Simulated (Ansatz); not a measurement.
`C#C[Si](F)(F)Cl` → `F[Si]Cl` + `C#CF` at 400 K and 1 bar (silylene formation by 1,1-elimination).

Isolated molecules relaxed with PBE0-D4/def2-TZVP in Ansatz; ΔE leaves out vibrations. CBS: MP2 limit from def2 TZ/QZ plus the TZ coupled-cluster correction, frozen cores. This one scheme is used for every species.

| species | CCSD(T)/CBS energy (Eh) | H − E (kJ/mol) | S (J/(mol·K)) |
| --- | --- | --- | --- |
| `C#C[Si](F)(F)Cl` | -1025.29095 | 104.0 | 379.8 |
| `F[Si]Cl` | -848.72390 | 26.7 | 290.0 |
| `C#CF` | -176.38388 | 70.6 | 244.8 |

H − E and S are ideal-gas, rigid-rotor, harmonic terms from PBE0-D4/def2-TZVP. 1 Eh = 2625.50 kJ/mol, R = 8.31446 J/(mol·K).

Task: By hand: ΔE, ΔH, ΔS and ΔG.

Result: ΔE = (-848.72390) + (-176.38388) − (-1025.29095) = 0.18317 Eh = 480.9 kJ/mol. Δ(H − E) = 26.7 + 70.6 − 104.0 = -6.7, so ΔH = 474.2 kJ/mol. ΔS = 290.0 + 244.8 − 379.8 = 155.0 J/(mol·K). ΔG = 474.2 − 400 × (155.0)/1000 = 412.2 kJ/mol.

Task: By hand: the equilibrium constant, and the temperature at which ΔG would vanish if ΔH and ΔS stayed fixed.

Result: log₁₀ K = −ΔG/(RT ln 10) = -53.8. ΔG = 0 at ΔH/ΔS = 3059 K, far beyond where these terms or the molecules hold.

The number of gas molecules changes by +1, which sets the sign of ΔS. A doubt of 5 kJ/mol in ΔE shifts log₁₀ K by 0.7 here. These are equilibria of isolated gas molecules and say nothing of rates. Largest T1 diagnostic: 0.014 (customary marks: 0.02 for closed shells, 0.045 for open ones).
